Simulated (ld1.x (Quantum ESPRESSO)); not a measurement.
## Before and after: TM potential for C (Z = 6)

```json
{
 "Element": "carbon (C)",
 "Generator": "ld1.x (Quantum ESPRESSO) 7.5",
 "Type": "norm-conserving Troullier–Martins (Kleinman–Bylander form)",
 "Functional": "PBE",
 "Relativity": "scalar-relativistic",
 "Frozen core": "[He]",
 "Valence charge": "4",
 "Reference configuration": "2s1 2p0 (charge +3)",
 "Partial waves": "2s (bound): rc 0.85 bohr; 2p (bound, empty): rc 2.55 bohr; 3d channel at 0.15 Ry: rc 2.60 bohr",
 "Local potential": "all-electron potential smoothed inside 0.80 bohr (lloc = -1)",
 "Core correction": "a·sin(br)/r model core inside 0.60 bohr"
}
```

All-electron outer shells of the reference configuration (PBE, scalar-relativistic, ld1.x):

| shell | level (eV) | outermost node (bohr) | outermost maximum (bohr) |
| --- | --- | --- | --- |
| 2s | -56.11 | 0.37 | 1.09 |
| 2p | -48.10 | – | 0.95 |

Change: local potential the p channel.

Cutoffs: the cutoffs (Ry, on a coarse ladder) from which the occupation-weighted sum of valence levels, in a spherical-Bessel basis at the reference potential, stays within 10 and 1 mRy of its value at 400 Ry; they do not see the model core or the augmentation charge, which bear on the density cutoff. Errors are all-electron minus pseudo energies relative to the spin-unpolarised reference configuration.

Task: Predict the effect on cutoff, ghosts and configuration errors.

Result: The potential gets harder (45 Ry and 120 Ry → 55 Ry and 120 Ry); of the 7 tests that both files solve, the error grows in 0 and shrinks in 6 by more than 15 % and 0.3 meV (median size 1434.4 → 960.0 meV); the range in which the s phases agree narrows (upper end 2.6 → -2.3); neither file shows a bound ghost.

```csv
quantity,base,changed
"cutoff, loose",45 Ry,55 Ry
"cutoff, tight",120 Ry,120 Ry
bound ghosts,none,none
"error for 2s2 2p2, meV [ΔE -83.21 eV]",+1434,+973
"error for 2s2 2p1, meV [ΔE -72.35 eV]",+826,+672
"error for 2s2 2p0, meV [ΔE -48.19 eV]",+55,+39
"error for 2s2 2p2.3, meV [ΔE -84.37 eV]",+1522,+960
"error for 2s1 2p2, meV [ΔE -63.60 eV]",+1495,+1316
"error for 2s1 2p3, meV [ΔE -74.73 eV]",+2040,+1550
"error for 2s2 2p1.5, meV [ΔE -79.25 eV]",+1184,+892
s: phases at 2.86 bohr within 0.05 rad from the reference energy up to (Ry; the scan ends near 5),2.6,-2.3
p: phases at 2.86 bohr within 0.05 rad from the reference energy up to (Ry; the scan ends near 5),-1.8,-2.2
d: phases at 2.86 bohr within 0.05 rad from the reference energy up to (Ry; the scan ends near 5),1.5,n/a
```
